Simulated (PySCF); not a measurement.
# C16H8N4: Orbital levels and atomic charges

System: C16H8N4 (N-doped PAH), SMILES c1cc2cccc3c4ncnc5nncc(c(c1)c23)c54.

Cartesian coordinates (Å):
```
  1 C    -2.212    2.486   -0.625
  2 C    -2.965    1.359   -0.420
  3 C    -2.347    0.126   -0.131
  4 C    -3.108   -1.042    0.084
  5 C    -2.502   -2.240    0.363
  6 C    -1.113   -2.316    0.441
  7 C    -0.331   -1.193    0.238
  8 C     1.111   -1.279    0.320
  9 N     1.719   -2.420    0.589
 10 C     3.055   -2.400    0.644
 11 N     3.852   -1.386    0.465
 12 C     3.275   -0.199    0.188
 13 N     4.058    0.877   -0.005
 14 N     3.521    2.010   -0.269
 15 C     2.205    2.180   -0.364
 16 C     1.280    1.152   -0.187
 17 C    -0.166    1.241   -0.270
 18 C    -0.820    2.429   -0.550
 19 C    -0.931    0.060   -0.054
 20 C     1.860   -0.097    0.104
 21 H    -2.691    3.428   -0.847
 22 H    -4.043    1.400   -0.478
 23 H    -4.184   -0.973    0.022
 24 H    -3.096   -3.127    0.525
 25 H    -0.614   -3.248    0.660
 26 H     3.522   -3.352    0.867
 27 H     1.913    3.195   -0.593
 28 H    -0.251    3.330   -0.715
```

Method: PBE0/def2-SVP, gas phase, PySCF, fitting set def2-universal-JFIT up to Ne and JKFIT beyond, grid level 1.

Question: Give the orbital energies near the gap.

Answer: 
| orbital | eV |
| --- | --- |
| HOMO-4 | -8.38 |
| HOMO-3 | -7.99 |
| HOMO-2 | -7.68 |
| HOMO-1 | -6.68 |
| HOMO | -6.36 |
| LUMO | -3.28 |
| LUMO+1 | -1.50 |
| LUMO+2 | -1.24 |
| LUMO+3 | -1.05 |

Question: Give the partial charges of the non-hydrogen atoms.

Answer: 
```
atom  Mulliken    IAO  Hirshfeld
  C1      0.01  -0.14      -0.04
  C2      0.00  -0.12      -0.03
  C3     -0.01   0.00       0.00
  C4      0.00  -0.12      -0.03
  C5      0.02  -0.14      -0.04
  C6     -0.01  -0.11      -0.02
  C7      0.01  -0.02      -0.01
  C8      0.03   0.16       0.08
  N9     -0.17  -0.31      -0.15
 C10      0.13   0.12       0.08
 N11     -0.14  -0.28      -0.16
 C12      0.06   0.22       0.09
 N13     -0.08  -0.15      -0.10
 N14     -0.08  -0.12      -0.09
 C15      0.00  -0.06       0.00
 C16      0.05   0.01       0.01
 C17      0.06  -0.01       0.00
 C18     -0.05  -0.12      -0.03
 C19      0.06   0.00       0.00
 C20     -0.04  -0.07      -0.02
```
